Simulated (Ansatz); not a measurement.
InH2(OH) (InOH3) was relaxed with PBE-D4 (def2-TZVP) in Ansatz in these states: charge +1 doublet, neutral singlet. The geometries follow in no particular order.

In the def2 sets In takes a core potential; there is no spin–orbit coupling.

A:

Cartesian coordinates in Å:
```
In -0.197 -0.602 -0.070
H -1.136 -1.501 1.050
H 0.493 -0.931 -1.617
O 0.154 1.258 0.632
H 0.686 1.776 0.005
```

B:

Cartesian coordinates in Å:
```
In 0.380 -0.320 -0.667
H 0.671 -0.699 -2.273
H 0.840 -0.470 1.089
O -0.634 0.931 0.594
H -1.257 0.557 1.258
```

Problem. Judge from the bond lengths which geometry belongs to which state (an estimate).

Solution. A is the neutral singlet (In1–H3 1.726 Å, In1–H2 1.716 Å, In1–O4 2.019 Å); B is the charge +1 doublet (In1–H3 1.822 Å, In1–H2 1.675 Å, In1–O4 2.045 Å).
